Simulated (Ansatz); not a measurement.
CH₅FMoN₂O, SMILES `C[O][Mo](=[NH])(=[NH])[F]` at its PBE0-D4/def2-TZVP geometry, where that method's forces vanish. The species carries charge 0 and has multiplicity 1. Mo takes the def2 core potential.

```
atom    x (Å)    y (Å)    z (Å)
  C1   0.9066   0.7394  -1.5964
  O2   0.0026  -0.2095  -1.0944
 Mo3  -0.8796  -0.4463   0.5260
  N4  -0.4177  -1.9654   1.1862
  N5  -0.3733   0.8185   1.5838
  F6  -2.7373  -0.3854   0.3458
  H7   1.9125   0.3099  -1.6280
  H8   0.6071   1.0052  -2.6138
  H9   0.9201   1.6431  -0.9795
 H10  -0.0089  -2.6291   1.8273
 H11   0.0679   1.1196   2.4431
```

(1) For each bond, give half the difference of the two atoms' forces along it (eV/Å; positive pushes the atoms apart) under PBE-D4, r2SCAN-D4, B3LYP-D4, ωB97M-V in def2-TZVPP. (An estimate is asked.)

Answers

(1) Computed: 
```json
{"bond": "C1–O2", "length (Å)": "1.403", "PBE-D4": "0.13", "r2SCAN-D4": "0.21", "B3LYP-D4": "0.21", "ωB97M-V": "0.34"}
{"bond": "C1–H7", "length (Å)": "1.094", "PBE-D4": "0.09", "r2SCAN-D4": "-0.06", "B3LYP-D4": "-0.10", "ωB97M-V": "-0.12"}
{"bond": "C1–H8", "length (Å)": "1.093", "PBE-D4": "0.09", "r2SCAN-D4": "-0.06", "B3LYP-D4": "-0.11", "ωB97M-V": "-0.14"}
{"bond": "C1–H9", "length (Å)": "1.094", "PBE-D4": "0.09", "r2SCAN-D4": "-0.06", "B3LYP-D4": "-0.08", "ωB97M-V": "-0.10"}
{"bond": "O2–Mo3", "length (Å)": "1.860", "PBE-D4": "-0.01", "r2SCAN-D4": "-0.03", "B3LYP-D4": "0.04", "ωB97M-V": "0.04"}
{"bond": "Mo3–N4", "length (Å)": "1.720", "PBE-D4": "0.60", "r2SCAN-D4": "0.42", "B3LYP-D4": "0.35", "ωB97M-V": "-0.23"}
{"bond": "Mo3–N5", "length (Å)": "1.725", "PBE-D4": "0.56", "r2SCAN-D4": "0.39", "B3LYP-D4": "0.36", "ωB97M-V": "-0.21"}
{"bond": "Mo3–F6", "length (Å)": "1.867", "PBE-D4": "0.01", "r2SCAN-D4": "-0.11", "B3LYP-D4": "0.10", "ωB97M-V": "0.17"}
{"bond": "N4–H10", "length (Å)": "1.009", "PBE-D4": "-0.17", "r2SCAN-D4": "-0.24", "B3LYP-D4": "-0.28", "ωB97M-V": "0.08"}
{"bond": "N5–H11", "length (Å)": "1.012", "PBE-D4": "-0.11", "r2SCAN-D4": "-0.20", "B3LYP-D4": "-0.26", "ωB97M-V": "0.06"}
```

B3LYP here is the variant with VWN-RPA as its local correlation; programs differ in this.
